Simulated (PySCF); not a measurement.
## Vertical excitation energies

Compound: C5H7FO2Si.
Numbering: `[O:1]=[C:2]1[O:3][CH2:4][CH2:5][CH:6]=[C:7]1[SiH2:8][F:9]` (hydrogens: H10, H11 on C4; H12, H13 on C5; H14 on C6; H15, H16 on Si8)

Structure used (GFN2-xTB), in Å, numbered top down from 1:
```
atom  x, y, z in Å
O1     0.7735   -1.8021    1.5289
C2     0.0767   -1.0748    0.8592
O3    -1.2586   -1.1565    0.9390
C4    -2.0286   -0.3843    0.0273
C5    -1.5049    1.0399   -0.1265
C6    -0.0412    0.9748   -0.4326
C7     0.6876   -0.0594   -0.0109
Si8    2.5422   -0.3384   -0.1725
F9     3.0168    0.8053   -1.2166
H10   -2.0165   -0.8872   -0.9494
H11   -3.0466   -0.4040    0.4224
H12   -2.0526    1.5472   -0.9210
H13   -1.6550    1.6042    0.8001
H14    0.4072    1.7894   -0.9828
H15    2.8332   -1.5995   -0.8306
H16    3.2593   -0.0457    1.0545
```

Theory: PySCF, TDDFT PBE0/def2-SVPD, vertical, gas phase, core orbitals frozen in the response.

Q: What does the calculation give for the low-lying excited states?

A: 

```csv
state,λ (nm),E (eV),f,"main configurations (H = HOMO, L = LUMO)"
S1,264.9,4.68,0.0019,"H→L (82%), H-1→L (14%)"
S2,212.9,5.82,0.050,"H-1→L (43%), H-2→L (33%), H-3→L (19%)"
S3,211.3,5.87,0.010,"H-3→L (77%), H-2→L (12%)"
S4,198.7,6.24,0.232,"H-2→L (50%), H-1→L (34%), H→L (9%)"
S5,178.3,6.95,0.0095,H-4→L (95%)
S6,173.4,7.15,0.0050,H-5→L (89%)
S7,169.1,7.33,0.017,"H→L+2 (58%), H→L+3 (14%), H→L+1 (10%)"
S8,168.0,7.38,0.0034,"H→L+1 (70%), H→L+3 (10%), H-1→L+1 (8%)"
```

Triplets, Tamm–Dancoff:

```csv
state,E (eV),λ (nm),"main configurations (H = HOMO, L = LUMO)"
T1,3.74,331.6,"H-1→L (52%), H→L (41%)"
T2,4.29,289.0,"H→L (53%), H-1→L (39%)"
T3,5.04,245.8,H-2→L (87%)
```

The lowest singlet comes at 265 nm (452 kJ/mol) in the ultraviolet; it is very weak; its leading configuration is HOMO→LUMO (82%). The most intense listed level is S4 at 6.24 eV (199 nm, f = 0.232), 1.56 eV above S1. Löwdin shares by element: HOMO oxygen 49% or more, carbon 32% or more (atoms not listed hold the other 20%); LUMO carbon 64% or more, oxygen 14% or more (atoms not listed hold the other 22%). The listed states span 2.70 eV, and the widest gap between neighbours is 1.14 eV (S1 to S2). Of the 8 states listed, 3 reach f = 0.01 and none stays under 0.0005. Orbital energies (eV): HOMO-3 -9.32, HOMO-2 -8.94, HOMO-1 -8.47, HOMO -8.21, LUMO -1.84, LUMO+1 0.24, LUMO+2 0.40. The window holds the lowest 8 singlets.

One conformer stands for the species.
